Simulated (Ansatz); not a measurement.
Cl2H3NOZr (`[NH2][Zr]([OH])([Cl])[Cl]`), relaxed with RKS PBE0-D4/def2-TZVP in Ansatz from a GFN2-xTB geometry. The force threshold is 0.005 eV/Å; the program also tests the step.

Charge 0, multiplicity 1. Zr takes the def2 core potential.

Start:

```xyz
8

N     1.243    0.769   -0.050
Zr   -0.289   -0.470    0.296
O    -1.621   -0.239   -0.962
Cl    0.398   -2.642    0.400
Cl   -0.886   -0.057    2.458
H     1.501    1.488    0.635
H     1.593    1.078   -0.963
H    -1.940    0.073   -1.813
```

(1) By how much does the energy fall, and how many steps does the optimiser take? (Estimate.)

(2) Which bonds change most? (Estimate.)

(3) Give the relaxed structure. (Best estimate.)

Answers

(1) The calculation gave: 0.35 eV, in 9 steps.

(2) Computed: Zr2–Cl5 from 2.280 to 2.363 Å; Zr2–Cl4 from 2.281 to 2.363 Å; Zr2–O3 from 1.847 to 1.895 Å; N1–H6 from 1.026 to 1.012 Å.

(3) Ansatz gave: 
```xyz
8

N     1.252    0.852   -0.030
Zr   -0.269   -0.409    0.314
O    -1.477   -0.152   -1.124
Cl    0.566   -2.617    0.400
Cl   -1.241    0.107    2.405
H     2.067    0.954    0.561
H     1.328    1.484   -0.815
H    -2.227   -0.219   -1.711
```
